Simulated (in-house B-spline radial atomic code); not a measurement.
The numbers below are computed, except where a source is named.
# Extrapolating the RPA correlation energy in partial waves: the tin ion Sn³⁺

All-electron RPA on PBE orbitals from an all-electron radial atomic-structure program (B-spline basis), scalar-relativistic (spin-free one-electron X2C), finite nucleus, configuration [Kr] 4d10 5s1, highest spin. RPA overbinds a lone outer s electron by self-correlation, and G0W0 tends to as well. With empty states up to angular momentum L the sums are:

```json
{"L": "4", "E_c(L) (hartree)": "-3.152008"}
{"L": "5", "E_c(L) (hartree)": "-3.413528"}
{"L": "6", "E_c(L) (hartree)": "-3.541985"}
{"L": "7", "E_c(L) (hartree)": "-3.610680"}
{"L": "8", "E_c(L) (hartree)": "-3.648151"}
```

For large l each further wave adds A/(l + 1/2)⁴, because the basis must build the cusp where two electrons meet.

(1) Estimate the limit from L = 7 and L = 8.

(2) How good is the estimate?

Answers

(1) Wave 8 adds -0.037471, against a sum of (l + 1/2)⁻⁴ of 1.91569e-04, so A = -195.6. The sum over l > 8 is ζ(4, 9.5) = 4.5445e-04, close to 1/(3 × 9³) = 4.5725e-04. The tail is -0.088892 and the limit -3.73704 hartree.

(2) A run to L = 11 sums to -3.69317 and extrapolates to -3.72365 hartree, 2.41 millihartree from the run before, so it has not settled and is itself too deep. The estimate differs from that by -13.39 millihartree, while the bare sum at L = 8 misses 75.5 millihartree (2.0 %).
